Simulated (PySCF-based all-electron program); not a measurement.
SnGeH6, singlet: how the functional moves the forces

All-electron Kohn–Sham DFT on the free molecule, computed near the basis limit with an in-house program on PySCF integrals; Koelling–Harmon scalar relativity, no spin–orbit coupling, spin-restricted. Forces are good to about 0.029 eV/Å. In part, the full relativistic part was added along one bond alone. Atoms are numbered as listed.

| atom | x (Å) | y (Å) | z (Å) |
| --- | --- | --- | --- |
| Ge | 0.0000 | 0.0000 | 0.0000 |
| Sn | 0.0000 | 0.0000 | 2.6160 |
| H | 1.4430 | 0.0000 | -0.5472 |
| H | -0.7215 | 1.2497 | -0.5472 |
| H | -0.7215 | -1.2497 | -0.5472 |
| H | 0.8060 | 1.3960 | 3.2248 |
| H | -1.6120 | 0.0000 | 3.2248 |
| H | 0.8060 | -1.3960 | 3.2248 |

PBE forces:

```
atom      Fx      Fy  Fz (eV/Å)
 Ge1   0.000   0.000     -0.053
 Sn2   0.000   0.000      0.007
  H3  -0.056   0.000      0.027
  H4   0.028  -0.048      0.027
  H5   0.028   0.048      0.027
  H6  -0.005  -0.009     -0.012
  H7   0.010   0.000     -0.012
  H8  -0.005   0.009     -0.012
```

(1) What forces does r2SCAN give?

Answers

(1) The forces move by 0.180 eV/Å (r.m.s. over the atoms) from PBE.

```tsv
atom	Fx	Fy	Fz (eV/Å)
Ge1	0.000	0.000	-0.120
Sn2	0.000	0.000	0.007
H3	-0.280	0.000	0.111
H4	0.140	-0.242	0.111
H5	0.140	0.242	0.111
H6	-0.083	-0.144	-0.073
H7	0.166	0.000	-0.073
H8	-0.083	0.144	-0.073
```
